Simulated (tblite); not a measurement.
Compound: C₇H₈F₄O.
SMILES with atom numbers: `[CH3:1][CH2:2]/[C:3](=[C:4](/[CH3:5])[C:6](=[O:7])[F:8])[C:9]([F:10])([F:11])[F:12]` (hydrogens: H13, H14, H15 on C1; H16, H17 on C2; H18, H19, H20 on C5)

Computed geometry: GFN2-xTB, gas phase.

(1) Give the optimised bond lengths and angles.

Results:

(1) 
| bond | length (Å) |
| --- | --- |
| C1–C2 | 1.535 |
| C2–C3 | 1.496 |
| C3=C4 | 1.348 |
| C4–C5 | 1.498 |
| C4–C6 | 1.475 |
| C6=O7 | 1.184 |
| C6–F8 | 1.363 |
| C3–C9 | 1.516 |
| C9–F10, C9–F12 | 1.341 |
| C9–F11 | 1.347 |
| C1–H13, C1–H14, C1–H15 | 1.087 |
| C2–H16, C2–H17 | 1.090 |
| C5–H18, C5–H19, C5–H20 | 1.087 |

Bonds in one row agree within 0.01 Å and their mean is given. A selection of angles:
| angle | degrees |
| --- | --- |
| C1–C2–C3 | 110.0 |
| C2–C3–C4 | 126.4 |
| C2–C3–C9 | 114.9 |
| C4–C3–C9 | 118.6 |
| C3–C4–C5 | 125.6 |
| C3–C4–C6 | 119.6 |
| C5–C4–C6 | 114.8 |
| C4–C6–O7 | 130.7 |
| C4–C6–F8 | 111.0 |
| O7–C6–F8 | 118.2 |
| C3–C9–F10 | 113.4 |
| C3–C9–F11 | 112.4 |
| F10–C9–F11 | 105.7 |

Torsions: C1–C2–C3–C4 -92° (anticlinal); C2–C3–C4–C5 179° (antiperiplanar); C3–C4–C6–O7 16° (synperiplanar); C2–C3–C9–F10 5° (synperiplanar). The mirror-image conformer, all signs reversed, is as good.

The 4 C–F bonds span 1.336 Å (C9–F10, drawn single) to 1.363 Å (C6–F8, drawn single), a spread of 0.027 Å. Of the pairs four or more bonds apart, O7···H16 is among the closest relative to their van der Waals radii: 2.22 Å, 81 % of the sum of Bondi's values. The C–C distances run from 1.348 Å (C3=C4, drawn double) to 1.535 Å (C1–C2, drawn single), a spread of 0.187 Å.

Point group: C1 (no symmetry element, even within 0.4 Å). Its GFN2-xTB frequencies are all real (lowest 26 cm⁻¹). The numbers are those of one conformer. 3 starts were optimised and ended at 0.00, 1.07 and 1.30 kcal/mol (GFN2-xTB); the lowest of these is shown.
